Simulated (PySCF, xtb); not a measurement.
HSSi, SMILES [SH+]=[Si] (connectivity only; charge and spin as stated), charge +1, multiplicity 1.

GFN2-xTB run with xtb at its own geometry gives an orbital gap of 2.45 eV.

The structure is a stationary point at B3LYP-D3(BJ)/def2-TZVP. The isomer is the one that the SMILES or the coordinates give; other isomers of the formula were not compared.

Task: What does PBE/def2-TZVPD in PySCF give? (An estimate is asked for; the answer gives what the named calculation found.)

Result: gap 3.22 eV (levels -13.71 and -10.49 eV).
